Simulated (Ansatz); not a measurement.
`C=C[SiH2]NC` → `C=C[SiH3]` + `C=N` at 600 K and 1 bar (β-hydride elimination).

Isolated molecules relaxed with PBE0-D4/def2-TZVP in Ansatz; ΔE leaves out vibrations. CCSD(T)/CBS is the MP2 limit (def2-TZVPP, def2-QZVPP) plus CCSD(T) − MP2 in def2-TZVPP, frozen cores. This one scheme is used for every species. Each species was taken in one conformer, which may not be the lowest.

```tsv
species	CCSD(T)/CBS energy (Eh)	H − E (kJ/mol)	S (J/(mol·K))
`C=C[SiH2]NC`	-463.34956	370.0	463.3
`C=C[SiH3]`	-368.76077	221.4	355.7
`C=N`	-94.52360	129.6	259.4
```

H − E and S are ideal-gas, rigid-rotor, harmonic terms from PBE0-D4/def2-TZVP, for one conformer and one mirror image of each species. 1 Eh = 2625.50 kJ/mol, R = 8.31446 J/(mol·K).

**Question.** By hand: ΔE, ΔH, ΔS and ΔG.

**Answer.** ΔE = (-368.76077) + (-94.52360) − (-463.34956) = 0.06519 Eh = 171.2 kJ/mol. Δ(H − E) = 221.4 + 129.6 − 370.0 = -19.0, so ΔH = 152.2 kJ/mol. ΔS = 355.7 + 259.4 − 463.3 = 151.8 J/(mol·K). ΔG = 152.2 − 600 × (151.8)/1000 = 61.1 kJ/mol.

**Question.** By hand: the equilibrium constant, and the temperature at which ΔG would vanish if ΔH and ΔS stayed fixed.

**Answer.** log₁₀ K = −ΔG/(RT ln 10) = -5.3. ΔG = 0 at ΔH/ΔS = 1003 K.

The number of gas molecules changes by +1, which sets the sign of ΔS. A doubt of 5 kJ/mol in ΔE shifts log₁₀ K by 0.4 here. Other conformers and mirror images would add mixing entropy, several J/(mol·K) or more a flexible species. These are equilibria of isolated gas molecules and say nothing of rates. Largest T1 diagnostic: 0.012 (customary marks: 0.02 for closed shells, 0.045 for open ones).
